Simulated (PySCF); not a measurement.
Si(H)2(OMe)(SeH) (CH6OSeSi), SMILES [SeH][SiH2]OC.

Geometry: PBE-D3(BJ)/def2-SVP. This is a generated structure with no PubChem entry under its InChIKey; it may be hypothetical. One conformer was computed; it need not be the lowest.

Calculation: PBE-D3(BJ)/def2-SVP run with PySCF.

Frequencies are harmonic and unscaled.

```tsv
mode	ν (cm⁻¹)	IR (km/mol)	moving atoms (share of kinetic energy)
1	76	2.5	C 36 %, H 29 %, Se 16 %, Si 13 %
2	114	0.3	H 94 %
3	158	0.5	H 68 %, C 14 %, O 13 %
4	180	9.6	H 54 %, O 29 %
5	269	4.6	O 53 %, H 17 %, Si 14 %, Se 10 %
6	385	29.9	Si 65 %, Se 23 %, H 9 %
7	477	23.3	H 87 %, Si 9 %
8	680	13.7	H 83 %, Si 13 %
9	741	25.4	H 30 %, O 27 %, Si 26 %, C 17 %
10	750	12.8	H 86 %, O 10 %
11	843	297.6	H 83 %, Si 14 %
12	885	102.9	H 91 %, Si 8 %
13	1115	152.3	O 40 %, C 34 %, H 25 %
14	1134	0.5	H 76 %, C 19 %
15	1167	75.8	H 53 %, C 23 %, O 23 %
16	1417	3.4	H 91 %
17	1422	2.0	H 95 %
18	1424	12.1	H 95 %
19	2146	101.1	H 97 %
20	2221	82.0	H 96 %
21	2360	11.0	H 99 %
22	2915	64.3	H 97 %
23	2987	31.8	H 90 %, C 10 %
24	3047	23.8	H 91 %, C 9 %
```
